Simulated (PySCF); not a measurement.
## UHF on As⁺ (arsenic, charge +1)

Configuration: [Ar] 3d10 4s2 4p2, high-spin 3P determinant. Computed with PySCF 2.14 in aug-cc-pVDZ-DK (6s5p3d, 36 functions), with scalar relativity by spin-free X2C-1e.

| Quantity | Value |
| --- | --- |
| Total energy | -2258.571121 hartree |
| One-electron energy | -3134.0936 hartree |
| Hartree (Coulomb) energy | 958.0106 hartree |
| Exchange energy | -82.4881 hartree |
| ⟨S²⟩ | 2.0084 |
| ⟨L²⟩ | 2.024 |
| Sum of ⟨r⟩ | 21.63 bohr |
| Sum of ⟨r²⟩ | 30.34 bohr² |
| Traceless quadrupole moment −½Σ⟨3z² − r²⟩ along its main axis | 2.51 e·bohr² |
| Langevin diamagnetic susceptibility | -24.0 ×10⁻⁶ cm³/mol |

| shell | electrons | mean orbital energy (eV) | spread (eV) | rms radius, mean of both spins (bohr) |
| --- | --- | --- | --- | --- |
| 1s α | 1 | -11954.1 | 0 | 0.0524 |
| 1s β | 1 | -11953.9 | 0 | 0.0524 |
| 2s α | 1 | -1582.5 | 0 | 0.219 |
| 2s β | 1 | -1582.4 | 0 | 0.219 |
| 2p α | 3 | -1384.3 | 0.062 | 0.196 |
| 2p β | 3 | -1384.1 | 0.162 | 0.196 |
| 3s α | 1 | -235.54 | 0 | 0.639 |
| 3s β | 1 | -235.21 | 0 | 0.639 |
| 3p α | 3 | -171.88 | 0.023 | 0.667 |
| 3p β | 3 | -171.43 | 0.568 | 0.667 |
| 3d α | 5 | -66.451 | 0.349 | 0.750 |
| 3d β | 5 | -66.192 | 0.589 | 0.750 |
| 4s α | 1 | -30.489 | 0 | 2.05 |
| 4s β | 1 | -25.364 | 0 | 2.05 |
| 4p α | 2 | -18.430 | 0 | 2.50 |

Densities and radii are taken from the X2C orbitals without a picture-change correction, which distorts them close to the nucleus.

Spin-orbit constants ζ (cm⁻¹) from the X2C one-electron operator on these orbitals: bare nucleus, nucleus screened by l(l+1)(2l+1)/3 electrons, and screened by the Breit-Pauli mean field of the electrons.

```
shell    bare  screened nucleus  mean field
   2p  202900            190600      185000
   3p   27710             26030       25100
   3d    3179              2216        2046
   4p    1653              1553        1486
```

To first order the Landé constant is A = 742.9 cm⁻¹, so the lowest level has J = 0 and lies 0.184 eV below the centre of the term. This holds in LS coupling only.
